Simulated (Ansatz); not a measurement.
Q: Name a neutral molecule of Cl, Ge, O, Si and H with HOMO energy (PBE/def2-TZVPP) between -7.65 and -7.35 eV and LUMO energy (ωB97M-V/def2-TZVPP) between 0.70 and 1.00 eV (Ansatz, PBE0-D4/def2-TZVP geometry).

A: `[OH][Ge]([SiH3])([Cl])[Cl]` (-7.45 eV, 0.91 eV). Other molecules can fit too; these were computed, each in one conformer that needn't be the lowest.
